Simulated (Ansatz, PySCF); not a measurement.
This Ansatz (a first-principles code) input computes a BLYP/def2-TZVPD energy:

Ansatz 0.2 input:
```yaml
crystal:
  periodic: [false, false, false]
  atoms:
    - {symbol: C, position_ang: [-0.57953066, -0.00171288, -0.00616437]}
    - {symbol: C, position_ang: [0.67202206, 0.00198625, 0.00714819]}
    - {symbol: H, position_ang: [1.75324261, 0.00518195, 0.01864896]}
    - {symbol: H, position_ang: [-1.15674222, 0.93590400, -0.02445489]}
    - {symbol: H, position_ang: [-1.15144876, -0.94272618, -0.00009696]}
basis:
  gaussian:
    orbitals: def2-TZVPD
hamiltonian:
  xc: {name: BLYP}
total_charge: 1
output: {forces: true}
```

Question: Write an input for the same energy in PySCF and say what it gives.

Answer: 
```python
from pyscf import gto, scf, dft

mol = gto.M(
    atom='''
    C    -0.57953066   -0.00171288   -0.00616437
    C     0.67202206    0.00198625    0.00714819
    H     1.75324261    0.00518195    0.01864896
    H    -1.15674222    0.93590400   -0.02445489
    H    -1.15144876   -0.94272618   -0.00009696
    ''',
    basis='def2-tzvpd',
    charge=1,
    spin=0,
    verbose=4,
)

mf = dft.RKS(mol, xc='blyp').density_fit(auxbasis='def2-universal-jkfit')
mf.grids.level = 3
mf.conv_tol = 1e-9
mf.max_cycle = 100
mf.max_memory = 1500
mf.kernel()
if not mf.converged:
    mf = mf.newton()
    mf.kernel(mf.make_rdm1())
mf.analyze()
```
It gives -77.58457 Eh, and Ansatz -77.58451 Eh, a difference of 0.06 mEh, from the treatment of integrals and grids.

It need not be the lowest isomer of its formula.
